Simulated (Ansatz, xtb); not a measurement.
**A geometry optimisation of CH3ClSn with r2SCAN-D4/def2-SVP**

The starting geometry of this gas-phase singlet was built from a drawn formula by distance geometry and a force field; its bonds are those of `[CH][SnH2][Cl]`.

```xyz
6

C    -2.9807    3.2905    2.3663
Cl   -2.8151   -0.3488    1.7871
Sn   -1.6471    1.6104    2.4639
H    -3.8394    3.0786    3.0101
H    -0.2547    1.8835    1.4295
H    -1.1064    1.3300    4.1014
```

Task: Where would you expect an optimisation with r2SCAN-D4/def2-SVP to take it?

Result: It keeps its bonds, and is `[CH][SnH2][Cl]`.

The energy falls by 0.19 eV over 8 steps:

| step | E − E(last) (eV) |
| --- | --- |
| 1 | 0.190 |
| 2 | 0.111 |
| 3 | 0.089 |
| 4 | 0.035 |
| 5 | 0.006 |
| 6 | 0.003 |
| 7 | 0.000 |
| 8 | 0.000 |

Final geometry (Å):

```xyz
6

C    -2.8770    3.3735    2.7642
Cl   -2.7805   -0.3867    1.8921
Sn   -1.6547    1.6038    2.5620
H    -3.9235    3.0808    2.4934
H    -0.4670    1.9111    1.3660
H    -0.9406    1.2617    4.0806
```

From the same start GFN2-xTB ends elsewhere, differing in C1–Cl2 (1.73 against 3.86 Å here).

No frequencies were run, so the end isn't proven a minimum. Atoms past krypton carry core potentials, without spin–orbit terms. Run with Ansatz 0.2.0, 20 s on 2 threads of Intel(R) Xeon(R) Processor @ 2.50GHz (Skylake/Cascade Lake) (shared host).
